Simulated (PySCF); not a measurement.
The dipole of `CC(=O)C(C)=C(C)C` from its density and from atomic charges.

Coordinates (GFN2-xTB, Å) and charges (e) from the PBE0/pcSseg-1 density (PySCF):

| atom | x | y | z | Mulliken | IAO | Hirshfeld | ESP-fitted |
| --- | --- | --- | --- | --- | --- | --- | --- |
| C1 | 2.699 | -0.123 | -0.196 | -0.2668 | -0.4754 | -0.1279 | -0.6879 |
| C2 | 1.329 | -0.190 | -0.841 | +0.2133 | +0.3702 | +0.1561 | +0.7568 |
| O3 | 1.211 | -0.612 | -1.974 | -0.3870 | -0.4338 | -0.2295 | -0.5466 |
| C4 | 0.196 | 0.256 | -0.007 | -0.3309 | -0.0914 | -0.0285 | -0.2815 |
| C5 | 0.489 | 1.232 | 1.103 | -0.1482 | -0.4270 | -0.1205 | -0.5042 |
| C6 | -1.051 | -0.230 | -0.169 | -0.3650 | +0.0746 | +0.0422 | +0.4355 |
| C7 | -2.156 | 0.183 | 0.761 | -0.1877 | -0.4300 | -0.1132 | -0.4986 |
| C8 | -1.460 | -1.207 | -1.220 | -0.1171 | -0.4310 | -0.1254 | -0.7662 |
| H9 | 3.372 | -0.783 | -0.738 | +0.1397 | +0.1672 | +0.0492 | +0.1775 |
| H10 | 3.091 | 0.890 | -0.271 | +0.1434 | +0.1609 | +0.0536 | +0.1955 |
| H11 | 2.660 | -0.408 | 0.851 | +0.1302 | +0.1503 | +0.0463 | +0.1792 |
| H12 | 1.409 | 1.778 | 0.922 | +0.1218 | +0.1457 | +0.0431 | +0.1567 |
| H13 | -0.317 | 1.956 | 1.192 | +0.1315 | +0.1491 | +0.0440 | +0.1598 |
| H14 | 0.578 | 0.716 | 2.061 | +0.1324 | +0.1449 | +0.0419 | +0.1537 |
| H15 | -2.372 | 1.246 | 0.651 | +0.1403 | +0.1547 | +0.0495 | +0.1458 |
| H16 | -3.066 | -0.372 | 0.553 | +0.1181 | +0.1477 | +0.0470 | +0.1483 |
| H17 | -1.874 | 0.012 | 1.799 | +0.1333 | +0.1530 | +0.0478 | +0.1419 |
| H18 | -2.080 | -1.989 | -0.783 | +0.1143 | +0.1390 | +0.0416 | +0.1974 |
| H19 | -0.607 | -1.650 | -1.723 | +0.1506 | +0.1729 | +0.0326 | +0.2280 |
| H20 | -2.056 | -0.692 | -1.974 | +0.1337 | +0.1585 | +0.0506 | +0.2089 |

Task: Form Σ q r in debye for every column and set it beside the full dipole.

Result: The full density gives (-0.87, 0.91, 2.81) D, 3.08 D in size; dipole vectors point from the negative to the positive end.

| scheme | μx | μy | μz | size (D) | share of the full size (%) | angle to the full dipole (°) |
| --- | --- | --- | --- | --- | --- | --- |
| Mulliken | -0.79 | 1.20 | 4.00 | 4.25 | 138 | 6 |
| IAO | -0.91 | 0.97 | 3.19 | 3.45 | 112 | 1 |
| Hirshfeld | -0.64 | 0.71 | 1.90 | 2.13 | 69 | 3 |
| ESP-fitted | -0.89 | 0.93 | 2.87 | 3.15 | 102 | 0 |

Task: Which set comes closest?

Result: Length of the difference vector: ESP-fitted 0.06 D, IAO 0.38 D, Hirshfeld 0.96 D, Mulliken 1.22 D. Closest: ESP-fitted. 

Task: What is left for the Hirshfeld atoms' own dipoles?

Result: The shares of the density sum to the whole, so what Σ q r misses lies in dipoles about the nuclei. The atomic dipoles sum to (-0.87, 0.91, 2.81) − (-0.64, 0.71, 1.90) = (-0.23, 0.20, 0.91) D, 0.96 D in size.

Task: With the origin at the mean of the coordinates, (0.000, 0.001, 0.000) Å, which are the largest single terms, by size, of the IAO dipole along the direction of the full one?

Result: O3 +4.84, C7 -2.80, C5 -2.53, C1 +2.23, C8 +2.19 D; all 20 atoms together +3.45 D. The single terms depend on the origin, their sum doesn't.

Task: Give the size of the full dipole in other units.

Result: 3.08 D = 1.212 au = 0.642 e·Å = 10.28 × 10⁻³⁰ C·m.

One conformer (not necessarily the lowest) at the GFN2-xTB geometry, without solvent, vibrations or thermal averaging.

Shape of the structure used: `[CH3:1][C:2](=[O:3])[C:4]([CH3:5])=[C:6]([CH3:7])[CH3:8]`: C1–C2–C4–C5 25°.
